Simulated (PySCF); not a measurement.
Geometries of 2 isomers of C2H9B2N, from PySCF, PBE0-D3(BJ)/def2-SVP geometry optimisation, gas phase. One conformer each, no zero-point energy, no frequencies.

Question: Which isomer lies lower at this level?
A.
```xyz
14
angstrom
B      2.466    0.216    0.914
N      1.101    0.166    0.540
B      0.493    0.829   -0.568
C     -1.042    0.711   -0.880
C     -1.890   -0.172    0.026
H      2.834   -0.396    1.891
H      3.233    0.870    0.251
H      0.488   -0.396    1.125
H      1.212    1.501   -1.273
H     -1.435    1.746   -0.901
H     -1.128    0.391   -1.936
H     -2.952   -0.168   -0.262
H     -1.556   -1.223    0.000
H     -1.845    0.159    1.077
```
B.
```xyz
14
angstrom
B     -1.855    1.259   -0.051
B     -0.510    0.284    0.226
C     -0.856   -1.265    0.401
N      0.818    0.727    0.295
C      2.011   -0.053    0.511
H     -2.327    1.405   -1.161
H     -2.504    1.753    0.849
H     -0.446   -1.838   -0.450
H     -0.409   -1.680    1.320
H     -1.936   -1.481    0.439
H      1.008    1.715    0.174
H      2.681   -0.042   -0.368
H      1.748   -1.100    0.709
H      2.591    0.313    1.375
```

Answer: A. That is `BNBCC`, 38.7 kcal/mol below the other.

| SMILES | atoms numbered as above | E (Eh) | relative (kcal/mol) | relative (kJ/mol) | dipole (D) |
| --- | --- | --- | --- | --- | --- |
| BNBCC | [BH2:1][NH:2][BH:3][CH2:4][CH3:5] | -185.77713 | 0.0 | 0.0 | 1.74 |
| BB(C)NC | [BH2:1][B:2]([CH3:3])[NH:4][CH3:5] | -185.71544 | 38.7 | 162.0 | 2.04 |
